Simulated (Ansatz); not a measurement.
C2H4Zn, relaxed with RKS PBE0-D4/def2-TZVP in Ansatz 0.2.0 from a PBE-D4/def2-SVP geometry. The force threshold is 0.005 eV/Å; the program also tests the step.

Total charge 0; spin multiplicity 1. The bonds changed during the relaxation, so this is another structure than the one it started from.

Start:

```xyz
7

C     0.658    0.050   -0.796
C     0.079   -0.469    0.299
Zn   -2.224    1.276    1.490
H     1.520    0.734   -0.727
H     0.288   -0.175   -1.810
H     0.457   -0.254    1.313
H    -0.778   -1.161    0.232
```

Question: By how much does the energy fall, and how many steps does the optimiser take? (An estimate is asked.)

Answer: The calculation gave: 1.41 kcal/mol, in 12 steps.

Question: Which bonds change most? (Estimate.)

Answer: Computed: C1–C2 from 1.343 to 1.324 Å; C2–H7 from 1.103 to 1.085 Å; C2–H6 from 1.103 to 1.085 Å; C1–H4 from 1.103 to 1.085 Å.

Question: Give the relaxed structure. (Estimate.)

Answer: Ansatz gave: 
```xyz
7

C     0.656    0.048   -0.792
C     0.174   -0.568    0.275
Zn   -2.491    1.562    1.551
H     1.472    0.759   -0.719
H     0.253   -0.130   -1.783
H     0.577   -0.391    1.266
H    -0.641   -1.280    0.203
```
